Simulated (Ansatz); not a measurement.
Species: BeCl₂, charge 0, triplet. This triplet is an excited state, 5.1 eV above the singlet at CCSD(T)/def2-QZVPP (Ansatz, an electronic-structure program). BeCl2 (parent SMILES [Cl][Be][Cl], triplet).
B3LYP-D3(BJ)/def2-TZVP minimum from Ansatz:
```xyz
3

Be     0.8016     0.4652     0.9512
Cl     0.8570     0.1587    -1.0180
Cl    -1.0456    -0.2682     0.7942
```
Charge 0, spin multiplicity 3.

Total energies in def2-TZVPP, 16 correlated electrons, 11 frozen orbitals. UHF or UKS for unpaired electrons; spin-orbit terms are left out. Correlated methods leave the cores frozen. No relativity. The spin of BeCl2 (parent SMILES [Cl][Be][Cl], triplet) was assumed, and the state is the lowest solution found for it.

| method | program | energy (Eh) | minus CCSDT(Q) (mEh) |
|---|---|---|---|
| HF | Ansatz | -933.64353 | 454.69 |
| MP2 | Ansatz | -934.03951 | 58.71 |
| CCSD | Ansatz | -934.07596 | 22.26 |
| CCSD(T) | Ansatz | -934.09561 | 2.60 |
| CCSDT(Q) | Ansatz | -934.09822 | 0.00 |

Rough core times of Ansatz's runs on a shared machine: CCSD(T) 60 s, CCSDT(Q) 40 min.
